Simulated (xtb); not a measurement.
C3H9N, triplet, at the geometry of the source list (a higher spin typed on purpose: for a closed-shell molecule this is an excited state); GFN2-xTB (xtb).

The xtb input:
```
$ xtb mol.xyz --gfn 2 --uhf 2 --acc 0.1 --json

# file mol.xyz
13

C     -0.61420000     1.11590000     0.56410000
C     -0.09010000     0.02020000    -0.36040000
C      1.35060000    -0.34120000    -0.00900000
N     -0.92020000    -1.16670000    -0.18850000
H      0.00310000     2.00670000     0.48570000
H     -0.60020000     0.76100000     1.59070000
H     -1.63700000     1.37810000     0.30330000
H     -0.11220000     0.39990000    -1.40170000
H      1.72360000    -1.11430000    -0.67700000
H      1.39180000    -0.71630000     1.00970000
H      1.99300000     0.53090000    -0.09460000
H     -0.60270000    -1.91270000    -0.79820000
H     -1.88540000    -0.96140000    -0.42410000
```

It wrote (shortened):

```
   ID    Z sym.   atoms
    1    6 C      1-3
    2    7 N      4
    3    1 H      5-13

           -------------------------------------------------
          |                Calculation Setup                |
           -------------------------------------------------

           -------------------------------------------------
          |                 G F N 2 - x T B                 |
           -------------------------------------------------

          ...................................................
          :                      SETUP                      :
          :.................................................:
          :  # basis functions                  25          :
          :  # atomic orbitals                  25          :
          :  # shells                           17          :
          :  # electrons                        26          :
          :  max. iterations                   250          :
          :  Hamiltonian                  GFN2-xTB          :
          :  restarted?                      false          :
          :  GBSA solvation                  false          :
          :  PC potential                    false          :
          :  electronic temp.          300.0000000     K    :
          :  accuracy                    0.1000000          :
          :  -> integral cutoff          0.3500000E+02      :
          :  -> integral neglect         0.1000000E-08      :
          :  -> SCF convergence          0.1000000E-06 Eh   :
          :  -> wf. convergence          0.1000000E-04 e    :
          :  Broyden damping             0.4000000          :
          :  net charge                          0          :
          :  unpaired electrons                  2          :
          ...................................................

 iter      E             dE          RMSdq      gap      omega  full diag
   1    -13.6113717 -0.136114E+02  0.366E+00    1.37       0.0  T
   2    -13.6717242 -0.603525E-01  0.156E+00    1.81       1.0  T
   3    -13.6787007 -0.697657E-02  0.120E+00    1.44       1.0  T
   4    -13.6853743 -0.667357E-02  0.424E-01    1.60       1.0  T
   5    -13.6861517 -0.777353E-03  0.103E-01    1.55       1.0  T
   6    -13.6861772 -0.255240E-04  0.507E-02    1.55       1.0  T
   7    -13.6861799 -0.266684E-05  0.103E-02    1.55       2.7  T
   8    -13.6861804 -0.565972E-06  0.301E-03    1.55       9.2  T
   9    -13.6861805 -0.191510E-07  0.745E-04    1.55      37.2  T
[...]
         :: total energy             -13.493080246073 Eh    ::
[...]
    12   1 H        0.860     0.084     1.951     2.188
    13   1 H        0.860     0.084     1.952     2.189

 Mol. C6AA /au·bohr⁶  :       1080.229586
 Mol. C8AA /au·bohr⁸  :      21681.990142
 Mol. α(0) /au        :         49.137584

Wiberg/Mayer (AO) data.
largest (>0.10) Wiberg bond orders for each atom

 ---------------------------------------------------------------------------
     #   Z sym  total        # sym  WBO       # sym  WBO       # sym  WBO
 ---------------------------------------------------------------------------
     1   6 C    3.991 --     2 C    1.003     7 H    0.983     6 H    0.964
                             5 H    0.938
     2   6 C    3.893 --     3 C    1.003     1 C    1.003     4 N    0.931
                             8 H    0.781
     3   6 C    3.991 --     2 C    1.003     9 H    0.983    10 H    0.964
                            11 H    0.938
     4   7 N    2.949 --     2 C    0.931    12 H    0.833    13 H    0.833
                             8 H    0.145
     5   1 H    0.998 --     1 C    0.938
     6   1 H    0.997 --     1 C    0.964
     7   1 H    0.999 --     1 C    0.983
     8   1 H    0.959 --     2 C    0.781     4 N    0.145
     9   1 H    0.999 --     3 C    0.983
    10   1 H    0.997 --     3 C    0.964
    11   1 H    0.998 --     3 C    0.938
    12   1 H    0.976 --     4 N    0.833
    13   1 H    0.976 --     4 N    0.833
 ---------------------------------------------------------------------------

Topologies differ in total number of bonds
Writing topology from bond orders to xtbtopo.mol

molecular dipole:
                 x           y           z       tot (Debye)
 q only:        0.005       0.113      -0.272
   full:       -0.028       0.111      -0.377       1.002
molecular quadrupole (traceless):
                xx          xy          yy          xz          yz          zz
 q only:       -0.173      -0.790      -0.876       0.416       0.265       1.049
  q+dip:       -0.821      -1.122      -1.469       0.415      -0.382       2.290
   full:       -0.558      -0.949      -1.298       0.556       0.016       1.856

           -------------------------------------------------
          | TOTAL ENERGY              -13.493080246073 Eh   |
          | GRADIENT NORM               0.372755903493 Eh/α |
          | HOMO-LUMO GAP               1.546575000776 eV   |
           -------------------------------------------------

normal termination of xtb
```
